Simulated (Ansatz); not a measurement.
```yaml
atoms:
  - { symbol: N, position_ang: [0.0000, 0.0000, -1.0987] }
  - { symbol: N, position_ang: [0.0000, 0.0000, -0.0628] }
  - { symbol: O, position_ang: [0.0000, 0.0000, 1.0164] }
```

Basis set: cc-pVDZ (spherical functions). Correlated methods keep 3 orbitals frozen. Charge 0, multiplicity 1.

Computed with Ansatz (development build ahead of 0.2.0); each method stands on the lowest determinant of its kind that the runs found. Restricted open shells among the atoms or ions are ROHF, correlated in semicanonical orbitals with singles.

**Question.** Give the atomization energy at this shape (free ground-state atoms in the same class of orbitals less the molecule, no zero-point energy) of singlet N2O by RHF-MP2, RHF.

**Answer.**

```json
{"method": "RHF-MP2", "atomization energy": "212.04 kcal/mol"}
{"method": "RHF", "atomization energy": "65.95 kcal/mol"}
```

Caution: no unrestricted run beside it, a lower state can exist; the shape is not the minimum.
